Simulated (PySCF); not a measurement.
Species: GeI2.
Structure used (PBE0-D3(BJ)/def2-SVP), in Å, numbered top down from 1:
```
atom  x, y, z in Å
Ge1    0.007   -0.007   -1.074
I2     1.986   -0.020    0.549
I3    -1.993    0.027    0.525
```

The calculation used TDDFT B3LYP/def2-SVPD, vertical, gas phase, core orbitals frozen in the response, def2 core potentials past Kr (PySCF). Spin–orbit coupling is left out.

Kohn–Sham orbitals with the atoms that hold most of them (Löwdin shares over 4%, at most four atoms; ? is withheld):

| orbital | ε (eV) | atoms |
| --- | --- | --- |
| LUMO+2 | -1.21 | Ge1 52%, I2 24%, I3 24% |
| LUMO+1 | -1.73 | Ge1 48%, I3 26%, I2 26% |
| LUMO | -3.56 | ? |
| HOMO | -7.14 | ? |
| HOMO-1 | -7.22 | I2 49%, I3 49% |
| HOMO-2 | -7.58 | I3 46%, I2 46%, Ge1 7% |
| HOMO-3 | -8.27 | I2 41%, I3 41%, Ge1 19% |

(1) Which atoms hold the HOMO, and with what shares?

(2) Give the leading atoms of the LUMO.

(3) The HOMO–LUMO gap is 3.58 eV. Where does the response calculation put the lowest singlet, and from which orbitals?

(4) Give energy, strength and leading configuration of S1, S2, S3, S6 and S7, and follow the Löwdin shares of the leading atoms from the occupied to the empty orbital.

## Answers

(1) I3 (bonded to Ge) 35%; I2 (bonded to Ge) 34%; Ge1 (bonded to 2 I) 31%. By element: iodine 69%, germanium 31%.

(2) Ge1 (bonded to 2 I) 68%; I2 (bonded to Ge) 16%; I3 (bonded to Ge) 16%. By element: germanium 68%, iodine 32%.

(3) S1 is at 2.69 eV (f = 0.0000), 0.89 eV below the gap, made of HOMO-1→LUMO (100%). Its leading pair isn't HOMO and LUMO; the energies of that pair differ by 3.66 eV. Without the coupling terms of the response equations the lowest excitation would equal the gap.

(4) 
- S1 (2.69 eV, f 0.0000), HOMO-1→LUMO (100%): I2 49% → 16%, I3 49% → 16%, Ge1 at most 3% → 68%
- S2 (2.71 eV, f 0.0016), HOMO→LUMO (100%): I3 35% → 16%, I2 34% → 16%, Ge1 31% → 68%
- S3 (3.44 eV, f 0.049), HOMO-2→LUMO (93%): I3 46% → 16%, I2 46% → 16%, Ge1 7% → 68%
- S6 (4.68 eV, f 0.017), HOMO-1→LUMO+1 (84%): I2 49% → 26%, I3 49% → 26%, Ge1 at most 3% → 48%
- S7 (4.74 eV, f 0.065), HOMO→LUMO+1 (84%): I3 35% → 26%, I2 34% → 26%, Ge1 31% → 48%

On one thread of an Arm Neoverse V1 (shared host), this took 26 s wall.
